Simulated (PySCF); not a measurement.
Compound: C₇H₁₁NO₂.
Numbering: `[CH3:1][C:2](=[O:3])[NH:4][C:5]1=[CH:6][CH2:7][CH2:8][CH2:9][O:10]1` (hydrogens: H11, H12, H13 on C1; H14 on N4; H15 on C6; H16, H17 on C7; H18, H19 on C8; H20, H21 on C9)

Method: PBE0-D3(BJ)/def2-SVP geometry optimisation, gas phase (PySCF); density fitting, grid level 1; the optimiser is geomeTRIC in internal coordinates, started from a GFN2-xTB structure.

Step 0: E = -12998.7798 eV
```
atom  x, y, z in Å  |  force x, y, z in eV/Å
C1      3.7671   -0.1590    0.0321   -0.366  -0.235   0.261
C2      2.3544   -0.5063    0.4578    0.358   0.050  -0.073
O3      2.0968   -1.3119    1.3215   -0.056  -0.173   0.176
N4      1.4163    0.1953   -0.2394   -0.597   0.271  -0.301
C5      0.0227    0.1311   -0.1325    0.354   0.559  -0.570
C6     -0.6726   -0.6504    0.6890   -0.847  -0.192   0.262
C7     -2.1732   -0.6701    0.6758    0.329   0.272  -0.569
C8     -2.6852   -0.0192   -0.6068    0.462   0.325   0.460
C9     -1.9020    1.2678   -0.8437   -0.058  -0.442  -0.130
O10    -0.5226    1.0151   -1.0321    0.343  -0.474   0.474
H11     3.9595    0.8992    0.1948    0.119   0.440   0.020
H12     3.9079   -0.3832   -1.0230    0.099  -0.049  -0.444
H13     4.4685   -0.7443    0.6191    0.203  -0.203   0.205
H14     1.7243    0.8512   -0.9436    0.077   0.075  -0.048
H15    -0.1535   -1.2983    1.3709    0.441  -0.216   0.261
H16    -2.5602   -0.1362    1.5506   -0.213   0.078   0.282
H17    -2.5252   -1.7014    0.7453   -0.159  -0.302   0.082
H18    -2.5217   -0.6902   -1.4522   -0.011  -0.193  -0.305
H19    -3.7498    0.2059   -0.5408   -0.366   0.067  -0.055
H20    -2.2281    1.7787   -1.7526   -0.094   0.155  -0.147
H21    -2.0322    1.9433    0.0130   -0.018   0.188   0.160
```

Q: Estimate the geometry and energy of step 1. (The exact step hangs on the optimiser's Hessian estimate; all steps are aligned on step 0, rigid shifts and turns removed.)

A: E = -12998.8296 eV, largest force 0.183 eV/Å
```
atom  x, y, z in Å  |  force x, y, z in eV/Å
C1      3.7768   -0.1628    0.0259    0.072   0.037  -0.064
C2      2.3635   -0.5058    0.4343   -0.112  -0.035   0.081
O3      2.1028   -1.3578    1.2569    0.015   0.041  -0.037
N4      1.4083    0.2434   -0.2071    0.122  -0.117   0.005
C5      0.0216    0.1333   -0.1080    0.014  -0.020  -0.057
C6     -0.6872   -0.6279    0.7421    0.116   0.000  -0.003
C7     -2.1823   -0.6757    0.6723   -0.068  -0.071   0.141
C8     -2.6934   -0.0110   -0.5978   -0.059  -0.026  -0.129
C9     -1.8889    1.2430   -0.8725    0.026   0.044   0.070
O10    -0.5176    0.9401   -1.0573   -0.125   0.133   0.012
H11     4.0008    0.8976    0.2257   -0.007  -0.031   0.000
H12     3.9275   -0.3413   -1.0514    0.005   0.003   0.034
H13     4.4698   -0.7922    0.5958   -0.020   0.005   0.000
H14     1.7105    0.9222   -0.8951   -0.030   0.012   0.011
H15    -0.1326   -1.2348    1.4564   -0.031   0.046   0.007
H16    -2.6216   -0.1842    1.5637    0.012  -0.032  -0.058
H17    -2.5268   -1.7241    0.7185    0.004   0.044  -0.007
H18    -2.5751   -0.6916   -1.4596   -0.010   0.025   0.050
H19    -3.7647    0.2388   -0.5249    0.051  -0.011  -0.004
H20    -2.2116    1.7567   -1.7888    0.012  -0.024  -0.005
H21    -1.9887    1.9510   -0.0257    0.015  -0.022  -0.045
```

The energy changes by -0.0497 eV. The first-order estimate −F·Δx gives -0.1184 eV and the mean of the old and new forces, exact on a quadratic surface, -0.0490 eV. The step makes an angle of 79° with the force vector and moves no atom by more than 0.109 Å.

What follows is the cost of the whole optimisation. The run took about 6 min of CPU time (one thread, shared machine).
